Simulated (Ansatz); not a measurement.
Ansatz (a program for electronic structure) input (PBE/6-31G*):

Ansatz 0.2 input:
```yaml
crystal:
  periodic: [false, false, false]
  atoms:
    - {symbol: F, position_ang: [2.27473807, -0.27201736, -0.01841880]}
    - {symbol: B, position_ang: [1.06402718, -0.12723833, -0.00861554]}
    - {symbol: B, position_ang: [-0.68855888, 0.08233914, 0.00557533]}
    - {symbol: F, position_ang: [-1.10369992, 1.29599113, 0.10199446]}
    - {symbol: F, position_ang: [-1.37963165, -0.99902978, -0.08188666]}
basis:
  gaussian:
    orbitals: 6-31G*
hamiltonian:
  xc: {name: PBE}
total_charge: 1
relax: {f_tol: 0.003, max_steps: 120}
```

From the last part of the output:

```
the calculation of the forces begins
reference -9487.60272051 eV, -348.6629690505 hartree; 18, 18 occupied and 57, 57 virtual orbitals, 658 factors
relax step   2: F+E_penalty+E_count = -9487.60270262 eV  Δ(F+E_penalty+E_count) = -1.811e-2 eV  max|allowed force component| = 3.707e-1 eV/Å  Δτ_max = 0.0106 Å  (31 SCF iters, accepted)
these checks for a lower state are left out or cut short: starts, cluster_reference, orbital_swaps, neighbouring_geometries, increment
integrals: 0.02 GiB planned
658 factors; their error is unknown
mean field: 0.14 GiB planned
mean field evaluation 32: about -9487.6048 eV, gradient 1.5e-3 eV
mean field -9487.60475775 eV, -348.6630439180 hartree, gradient 1.3e-5 eV, S^2 0.000000; 0 other end points of the search recorded, 0 dependent functions left out
the calculation of the forces begins
reference -9487.60477562 eV, -348.6630445745 hartree; 18, 18 occupied and 57, 57 virtual orbitals, 658 factors
relax step   3: F+E_penalty+E_count = -9487.60475775 eV  Δ(F+E_penalty+E_count) = -2.055e-3 eV  max|allowed force component| = 2.429e-2 eV/Å  Δτ_max = 0.0043 Å  (31 SCF iters, accepted)
these checks for a lower state are left out or cut short: starts, cluster_reference, orbital_swaps, neighbouring_geometries, increment
integrals: 0.02 GiB planned
658 factors; their error is unknown
mean field: 0.14 GiB planned
mean field -9487.60477054 eV, -348.6630443878 hartree, gradient 6.3e-5 eV, S^2 0.000000; 0 other end points of the search recorded, 0 dependent functions left out
the calculation of the forces begins
reference -9487.60478840 eV, -348.6630450442 hartree; 18, 18 occupied and 57, 57 virtual orbitals, 658 factors
relax step   4: F+E_penalty+E_count = -9487.60477054 eV  Δ(F+E_penalty+E_count) = -1.278e-5 eV  max|allowed force component| = 6.287e-3 eV/Å  Δτ_max = 0.0006 Å  (19 SCF iters, accepted)
these checks for a lower state are left out or cut short: starts, cluster_reference, orbital_swaps, neighbouring_geometries, increment
integrals: 0.02 GiB planned
658 factors; their error is unknown
mean field: 0.14 GiB planned
mean field -9487.60477105 eV, -348.6630444065 hartree, gradient 1.8e-5 eV, S^2 0.000000; 0 other end points of the search recorded, 0 dependent functions left out
the calculation of the forces begins
reference -9487.60478891 eV, -348.6630450629 hartree; 18, 18 occupied and 57, 57 virtual orbitals, 658 factors
relax step   5: F+E_penalty+E_count = -9487.60477105 eV  Δ(F+E_penalty+E_count) = -5.082e-7 eV  max|allowed force component| = 3.149e-3 eV/Å  Δτ_max = 0.0001 Å  (18 SCF iters, accepted)
these checks for a lower state are left out or cut short: starts, cluster_reference, orbital_swaps, neighbouring_geometries, increment
integrals: 0.02 GiB planned
658 factors; their error is unknown
mean field: 0.14 GiB planned
mean field -9487.60477144 eV, -348.6630444210 hartree, gradient 9.6e-6 eV, S^2 0.000000; 0 other end points of the search recorded, 0 dependent functions left out
the calculation of the forces begins
reference -9487.60478930 eV, -348.6630450774 hartree; 18, 18 occupied and 57, 57 virtual orbitals, 658 factors
relax step   6: F+E_penalty+E_count = -9487.60477144 eV  Δ(F+E_penalty+E_count) = -3.948e-7 eV  max|allowed force component| = 1.633e-4 eV/Å  Δτ_max = 0.0002 Å  (18 SCF iters, accepted)
integrals: 0.02 GiB planned
658 factors; their error is unknown
mean field: 0.14 GiB planned
mean field evaluation 64: about -9487.6048 eV, gradient 9.9e-3 eV
mean field -9487.60477144 eV, -348.6630444210 hartree, gradient 1.6e-5 eV, S^2 0.000000; 1 other end points of the search recorded, 0 dependent functions left out
the calculation of the forces begins
reference -9487.60478930 eV, -348.6630450774 hartree; 18, 18 occupied and 57, 57 virtual orbitals, 658 factors
Total energy: -9487.60478930 eV, -348.6630450774 hartree
Atom 0 at     2.287598    -0.273555    -0.018523 Å, force     0.000163    -0.000020    -0.000001 eV/Å
Atom 1 at     1.059406    -0.126686    -0.008578 Å, force    -0.000090     0.000011     0.000001 eV/Å
Atom 2 at    -0.688106     0.082285     0.005572 Å, force     0.000066    -0.000008    -0.000001 eV/Å
Atom 3 at    -1.106615     1.308416     0.102983 Å, force    -0.000054     0.000138     0.000011 eV/Å
Atom 4 at    -1.385409    -1.010415    -0.082805 Å, force    -0.000085    -0.000121    -0.000010 eV/Å
Dipole moment:     0.702437    -0.083999    -0.005688 e Å
```

The dipole moment of an ion depends on the origin.
